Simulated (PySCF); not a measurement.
Sn(H)(OH)2(OMe) (CH₆O₃Sn), SMILES C[O][SnH]([OH])[OH].

Coordinates come from a B3LYP-D3(BJ)/def2-SVP optimisation. The structure was generated by enumeration; whether it is a known compound was not checked. The def2 effective core potentials stand for the cores of Sn; spin–orbit coupling is left out. Other conformers were not sampled.

Two levels are set side by side: PBE/def2-TZVP (PySCF) and r2SCAN/def2-TZVP (PySCF). Same geometry, gas phase. Differences are taken from unrounded values.

```tsv
quantity	r2SCAN	PBE	PBE minus r2SCAN
orbital gap (eV)	4.80	4.16	-0.64
highest occupied level (eV)	-6.64	-6.29	0.34
lowest empty level (eV)	-1.84	-2.13	-0.29
dipole moment (D)	1.20	1.17	-0.03
mean polarisability (bohr³)	61.2	63.5	2.3
```

Rough cost on one machine, each run with all the roots and properties that it gave: r2SCAN against PBE about 3 times.
